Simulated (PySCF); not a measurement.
Compound: H7N3OSi.
Bonds: N1–Si2, Si2–N3, Si2–N4, Si2–O5. Hydrogens: H6, H7 on N1; H8, H9 on N3; H10, H11 on N4; H12 on O5.

Method used: PySCF, PBE0-D3(BJ)/def2-SVP geometry optimisation, gas phase.

**Question.** What internal coordinates does the optimisation give?

**Answer.** 
| bond | length (Å) | order |
| --- | --- | --- |
| N1–Si2, Si2–N4 | 1.719 | single |
| Si2–N3 | 1.729 | single |
| Si2–O5 | 1.670 | single |
| N1–H6 and 5 like bonds | 1.013 | single |
| O5–H12 | 0.961 | single |

Bonds in one row agree within 0.01 Å and their mean is given. Orders are formal, as drawn. A selection of angles:
| angle | degrees |
| --- | --- |
| Si2–N1–H6 | 123.6 |
| Si2–N1–H7 | 120.4 |
| H6–N1–H7 | 112.7 |
| N1–Si2–N3 | 112.2 |
| N1–Si2–N4 | 105.0 |
| N1–Si2–O5 | 111.1 |
| N3–Si2–N4 | 112.8 |
| N3–Si2–O5 | 105.1 |
| Si2–N3–H9 | 120.7 |
| H8–N3–H9 | 110.9 |
| Si2–N4–H10 | 118.1 |
| H10–N4–H11 | 110.1 |
| Si2–O5–H12 | 113.9 |

Torsions: H12–O5–Si2–N1 -80° (synclinal). The mirror-image conformer, all signs reversed, is as good.

N1 (silicon-bound nitrogen) is almost planar (angles 123.6°, 120.4° and 112.7°, sum 356.8°, 0.12 Å off the plane of its three neighbours). Si2 (oxygen-bound silicon) is distorted tetrahedral (angles from 105.0° to 112.8°).

Stationary, but not proved a minimum. One conformer, not necessarily the lowest (H–N1–Si2–N3 -68° and 90°, N1–Si2–N3–H -42° and 174°, N1–Si2–N4–H -66° and 158°).
